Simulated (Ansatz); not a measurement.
Al₂P₂⁻, relaxed as a doublet with UKS B3LYP-D4/def2-TZVPD in Ansatz, starting from the GFN2-xTB geometry. Force threshold 0.02 eV/Å.

The structure comes from a short search, and lower isomers may exist.

Start:

Cartesian coordinates in Å:
```
Al 0.0464 2.0650 -0.1389
Al -0.0446 -2.0653 0.1372
P 1.0803 -0.0113 0.1847
P -1.0821 0.0116 -0.1830
```

```
         step  energy (eV)  largest force component (eV/Å)  SCF passes
            1  -31776.2569                           0.822          16
            2  -31776.3441                           0.284          20
 3 (rejected)  -31776.3255                           0.420          22
            4  -31776.3569                           0.069          21
            5  -31776.3577                           0.004          22
            6  -31776.3577                           0.001          12
            7  -31776.3577                           0.002          16
            8  -31776.3577                           0.003          16
            9  -31776.3577                           0.004          23
           10  -31776.3578                           0.005          23
           11  -31776.3584                           0.013          24
           12  -31776.3606                           0.029          25
           13  -31776.3884                           0.075          27
14 (rejected)  -31776.3471                           0.380          27
           15  -31776.3925                           0.011          23
```

Force components are those of the run's own axes.

End:

| atom | x (Å) | y (Å) | z (Å) |
| --- | --- | --- | --- |
| Al1 | 0.0974 | 2.0459 | -0.4418 |
| Al2 | 0.0063 | -2.0888 | -0.1653 |
| P3 | 1.0406 | 0.0099 | 0.4899 |
| P4 | -1.1443 | 0.0330 | 0.1172 |

By distances, no bond broke or formed. The bond that changes most is Al1–P3, from 2.34 to 2.43 Å (atoms count from 1).

The force fell under the threshold at step 5, but the optimiser went on and released 0.035 eV more. No frequencies were taken in this run, so the end may be a saddle point.

It took 2 min on 2 threads of AMD EPYC 7R43 on a shared host, peak host memory 0.55 GiB.
